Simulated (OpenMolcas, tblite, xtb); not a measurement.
## C2H5BN (SMILES B[N]C=C): the vertical energy of the quartet above the doublet, rung by rung

The species is C2H5BN (9 atoms), meant as a doublet with charge 0. As SMILES, `B[N]C=C`. Geometry: relaxed at PBE0-D4/def2-TZVP.

Each level gives the vertical energy of the quartet above the doublet (eV). The values are calculated.

| level | kind | program | value (eV) | CPU time (all runs) |
| --- | --- | --- | --- | --- |
| IPEA1-xTB | semi-empirical | tblite | 6.12 | under 2 s |
| GFN2-xTB | semi-empirical | tblite | 5.27 | under 2 s |
| GFN0-xTB | semi-empirical | xtb | 5.44 | under 2 s |
| GFN1-xTB | semi-empirical | xtb | 5.79 | under 2 s |
| UHF/def2-SVPD | Hartree–Fock | OpenMolcas | 5.12 | 2.1 min |
| USVWN5/def2-SVPD | LDA | OpenMolcas | 5.50 | 4.9 min |
| U-revPBE/def2-SVPD | GGA | OpenMolcas | 5.34 | 8.2 min |
| UBLYP/def2-SVPD | GGA | OpenMolcas | 5.45 | 13 min |
| UPBE/def2-SVPD | GGA | OpenMolcas | 5.36 | 7 min |
| UTPSS/def2-SVPD | meta-GGA | OpenMolcas | 5.39 | 10 min |

The values span 5.12 to 6.12 eV. Spin contamination of the reference (⟨S²⟩ at least 0.1 too high) touches UHF/def2-SVPD. The xTB rows lack spin polarisation, so open shells miss the exchange term that lowers them. CPU times are rough (shared hosts, several kinds of processor): they show what a rung costs within a factor of a few.
